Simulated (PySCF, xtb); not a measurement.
C4H9O, SMILES CC(C)(C)[O], multiplicity 2.

Harmonic wavenumbers (cm⁻¹) from GFN2-xTB run with xtb at its own minimum, in rising order: 137, 212, 214, 255, 278, 367, 372, 408, 749, 848, 906, 917, 940, 945, 1001, 1032, 1048, 1255, 1328, 1353, 1386, 1434, 1461, 1464, 1471, 1477, 1491, 3034, 3038, 3039, 3041, 3045, 3050, 3051, 3061, 3062.

Problem. What does PBE-D3(BJ)/def2-SVP (PySCF) give at its own minimum? (An estimate is asked for; the answer gives what the named calculation found.)

Solution. 180, 246, 248, 312, 318, 394, 407, 422, 720, 853, 863, 907, 910, 962, 973, 1087, 1107, 1210, 1292, 1297, 1334, 1371, 1394, 1402, 1404, 1411, 1436, 2971, 2975, 2980, 3066, 3071, 3080, 3081, 3088, 3102. Paired by order, the mean absolute difference is 42 cm⁻¹ and the zero-point energies are 74.6 and 74.2 kcal/mol.
